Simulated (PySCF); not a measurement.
SiBr₂Cl, SMILES Cl[Si](Br)Br, multiplicity 2.

Geometry optimised at B3LYP-D3(BJ)/def2-SVP.

Two levels are set side by side: PBE/def2-TZVP (PySCF) and M06-2X/def2-TZVP (PySCF). Same geometry, gas phase. Differences are taken from unrounded values.

```
quantity                     M06-2X   PBE  PBE minus M06-2X
---------------------------  ------  ----  ----------------
α-spin orbital gap (eV)        7.90  4.09             -3.81
β-spin orbital gap (eV)        6.86  2.87             -3.99
dipole moment (D)              0.79  0.45             -0.34
mean polarisability (bohr³)    77.6  81.2               3.6
```

PBE's more diffuse valence density responds more strongly to a field. Differences between two approximate levels are no errors against the true value.

Rough cost on one machine, each run with all the roots and properties that it gave: M06-2X against PBE within a factor of 2.
